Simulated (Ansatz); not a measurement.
System: borotrithioic acid, sum formula BH3S3, net charge 0, singlet state. 
Geometry from a B3LYP-D3(BJ)/def2-TZVP (Ansatz, a program for electronic structure) optimisation:
SMILES: SB(S)S
```xyz
7

S      1.3678    -1.1528    -0.2197
B     -0.0061     0.0105    -0.0032
S     -1.2405    -0.3290     1.2730
S      0.0074     1.4315    -1.1243
H      1.0136    -2.0175     0.7458
H     -2.0310     0.7403     1.0851
H     -1.1078     2.0304    -0.6788
```
Charge 0, spin multiplicity 1.

Wanted: atomisation energy (electronic, to ground-state atoms), in eV. Cores are frozen in the correlated levels unless marked. UHF or UKS for open shells. No spin-orbit coupling. Non-relativistic. The coupled-cluster limit lacks core correlation, which all-electron functionals hold. CBS(X,Y): correlation extrapolated as X^-3; Hartree-Fock from the larger set (for Q and 5 zeta extrapolated as (X+1)exp(-9√X)).

```
level                                        program  atomisation energy (eV)  minus last row
------------------------------------  --------------  -----------------------  --------------
HF/cc-pV(T+d)Z                                Ansatz                    16.84           -6.78
SVWN5/def2-TZVPD                              Ansatz                    27.47            3.85
PBE0-D3(BJ)/def2-TZVP                 Ansatz + dftd3                    23.86            0.24
r2SCANh/def2-TZVPD                            Ansatz                    23.76            0.14
MP2/CBS(cc-pV(Q+d)Z,cc-pV(5+d)Z)              Ansatz                    24.17            0.55
SCS-MP2/cc-pV(5+d)Z                           Ansatz                    23.79            0.17
CCSD(T)/CBS(cc-pV(Q+d)Z,cc-pV(5+d)Z)          Ansatz                    23.62            0.00
```
